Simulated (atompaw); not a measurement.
**rubidium (Rb) PAW (atompaw): all-electron and pseudo phase curves**

* Element: Rb (Z = 37)
* Generator: atompaw 4.2.0.5
* Type: PAW
* Functional: LDA (PW92)
* Relativity: scalar-relativistic
* Frozen core: [Ar] 3d10
* Valence charge: 9
* Reference configuration: 4s2 4p6 5s1 5p0
* Partial waves: 4s (bound); 5s (bound); 4p (bound); 5p (bound, empty); 4d channel at 0.1 Ry; 4d channel at 1.9 Ry
* Local potential: troulliermartins scheme with l = 3 at 0 Ry, radius 2.50 bohr
* Core correction: smooth core density matched at 2.15 bohr
* Augmentation charge: besselshape compensation charge, radius 2.00 bohr; PAW radius 2.75 bohr; waves and projectors: bloechl

The phase is arctan(r·u′/u) with u = r·R(r), unwrapped; energies in Ry, scanned from -4 to 5 Ry. A pole is an energy at which the radial function vanishes at the test radius. The pseudo phase is shifted by a multiple of π to meet the all-electron one at the reference energy, and phase errors are pseudo minus all-electron; the curves can meet again beyond the range given. Levels narrower than the energy grid can be missing from the lists of poles.

| channel | radius (bohr) | reference energy (Ry) | poles, all-electron | poles, pseudo | unbroken range about the reference energy with phases within 0.05 rad | phase error 1 Ry above the reference energy (rad) |
| --- | --- | --- | --- | --- | --- | --- |
| s | 2.77 | -0.17 | -2.20, 3.78 | -2.20, 3.14 | below 3.0 | -0.027 |
| p | 2.77 | -0.06 | -0.84, 4.92 | -0.85, 4.58 | the whole range | -0.001 |
| d | 2.77 | 0.10 | 1.31 | 1.31 | the whole range | -0.000 |

Phases in the p channel:

| E (Ry) | all-electron | pseudo |
| --- | --- | --- |
| -4.00 | 1.369 | 1.369 |
| -3.76 | 1.361 | 1.361 |
| -3.52 | 1.351 | 1.351 |
| -3.28 | 1.339 | 1.339 |
| -3.04 | 1.324 | 1.324 |
| -2.80 | 1.306 | 1.306 |
| -2.56 | 1.283 | 1.282 |
| -2.32 | 1.250 | 1.249 |
| -2.08 | 1.199 | 1.198 |
| -1.84 | 1.105 | 1.105 |
| -1.60 | 0.866 | 0.865 |
| -1.36 | -0.211 | -0.211 |
| -1.12 | -1.304 | -1.304 |
| -0.88 | -1.552 | -1.552 |
| -0.64 | -1.654 | -1.654 |
| -0.40 | -1.718 | -1.718 |
| -0.16 | -1.768 | -1.768 |
| 0.08 | -1.816 | -1.816 |
| 0.32 | -1.868 | -1.868 |
| 0.56 | -1.930 | -1.931 |
| 0.80 | -2.013 | -2.013 |
| 1.04 | -2.132 | -2.135 |
| 1.28 | -2.325 | -2.331 |
| 1.52 | -2.659 | -2.676 |
| 1.76 | -3.190 | -3.224 |
| 2.00 | -3.730 | -3.767 |
| 2.24 | -4.075 | -4.104 |
| 2.48 | -4.272 | -4.295 |
| 2.72 | -4.392 | -4.412 |
| 2.96 | -4.472 | -4.489 |
| 3.20 | -4.528 | -4.545 |
| 3.44 | -4.571 | -4.588 |
| 3.68 | -4.604 | -4.622 |
| 3.92 | -4.632 | -4.650 |
| 4.16 | -4.655 | -4.675 |
| 4.40 | -4.675 | -4.697 |
| 4.64 | -4.693 | -4.717 |
| 4.88 | -4.710 | -4.737 |
